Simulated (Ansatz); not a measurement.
The inner images of a band of BF2H + ClH (6 atoms, charge 0, multiplicity 1) are given out of order.

Theory: RKS BLYP-D4/def2-SVP in Ansatz 0.2.0.

First end point:

```xyz
6
Properties=species:S:1:pos:R:3
B -0.009 0.382 -0.104
H -0.013 0.710 1.059
F 1.131 0.282 -0.777
F -1.147 0.214 -0.766
Cl 0.084 -2.542 0.990
H 0.082 -1.971 2.158
```

Last end point:

```xyz
6
Properties=species:S:1:pos:R:3
B 0.019 -0.599 -0.543
H 0.001 0.327 2.319
F 1.143 0.090 -0.679
F -1.141 0.030 -0.659
Cl 0.068 -2.334 -0.231
H 0.039 -0.438 2.353
```

**Question.** Put them in order from the first end to the last, with their energies above the first end.
A.
```xyz
6
Properties=species:S:1:pos:R:3
B -0.006 0.313 -0.045
H -0.006 0.577 1.137
F 1.134 0.247 -0.720
F -1.148 0.177 -0.706
Cl 0.089 -2.586 0.995
H 0.066 -1.652 1.899
```
B.
```xyz
6
Properties=species:S:1:pos:R:3
B 0.019 -0.570 -0.399
H 0.010 0.274 2.034
F 1.143 0.119 -0.533
F -1.143 0.056 -0.521
Cl 0.069 -2.312 -0.110
H 0.030 -0.489 2.088
```
C.
```xyz
6
Properties=species:S:1:pos:R:3
B 0.003 0.064 0.091
H 0.003 0.310 1.300
F 1.155 0.127 -0.565
F -1.157 0.060 -0.552
Cl 0.078 -2.342 0.835
H 0.046 -1.142 1.451
```
D.
```xyz
6
Properties=species:S:1:pos:R:3
B -0.002 0.228 0.027
H -0.002 0.450 1.221
F 1.140 0.190 -0.644
F -1.148 0.121 -0.630
Cl 0.086 -2.527 0.977
H 0.055 -1.385 1.608
```
E.
```xyz
6
Properties=species:S:1:pos:R:3
B 0.011 -0.194 0.088
H 0.007 0.191 1.381
F 1.165 0.130 -0.500
F -1.165 0.064 -0.488
Cl 0.072 -2.255 0.655
H 0.037 -0.859 1.424
```
F.
```xyz
6
Properties=species:S:1:pos:R:3
B 0.018 -0.430 -0.049
H 0.009 0.168 1.542
F 1.151 0.150 -0.450
F -1.150 0.085 -0.439
Cl 0.071 -2.256 0.389
H 0.031 -0.640 1.567
```
G.
```xyz
6
Properties=species:S:1:pos:R:3
B 0.019 -0.532 -0.240
H 0.009 0.218 1.775
F 1.145 0.140 -0.454
F -1.144 0.076 -0.442
Cl 0.070 -2.279 0.111
H 0.030 -0.547 1.810
```

**Answer.** A (+0.02 eV), D (+0.09 eV), C (+0.41 eV), E (+0.97 eV), F (+0.23 eV), G (-0.38 eV), B (-0.57 eV).

The run took 3.3 min on 1 thread of Arm Neoverse V1, on a shared host, peak memory 0.12 GiB.
